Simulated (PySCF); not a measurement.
Excitations are Tamm–Dancoff values on a coarser integration grid. The basis has no diffuse functions, so Rydberg states are missing or too high.

Cartesian coordinates (Å):
SMILES: S[C@@]12C[C@@H](B)[C@@H](C1)CC2
```xyz
22

B      2.4375    -0.9330     0.6794
C      1.0889    -0.7038    -0.0529
C      0.8595     0.6632    -0.7561
C     -0.5496     1.0522    -0.2842
S     -1.0009     2.7868    -0.5423
C     -1.5690     0.1297    -0.9789
C     -1.3573    -1.2277    -0.2630
C     -0.2241    -0.9284     0.7293
C     -0.5671     0.5048     1.1500
H      3.4506    -0.4076     0.2714
H      2.5164    -1.7075     1.6084
H      1.2096    -1.5162    -0.8128
H      1.5926     1.4157    -0.4248
H      0.9175     0.6188    -1.8532
H      0.0354     3.3175     0.1432
H     -1.3950     0.0878    -2.0643
H     -2.5907     0.5099    -0.8253
H     -1.0958    -2.0418    -0.9559
H     -2.2690    -1.5370     0.2706
H     -0.1319    -1.6645     1.5401
H      0.1952     0.9735     1.7934
H     -1.5530     0.6079     1.6278
```
Charge 0, multiplicity 1.

**Question.** What is the computed S1 oscillator strength, S1 excitation (TDA) and dipole moment (PBE0-D3(BJ)/def2-TZVP // PBE0-D3(BJ)/def2-SVP run with PySCF)?

**Answer.** 
```yaml
S1 oscillator strength: 0.003
S1 excitation (TDA): 4.50 eV
dipole_moment: 1.38 D
```
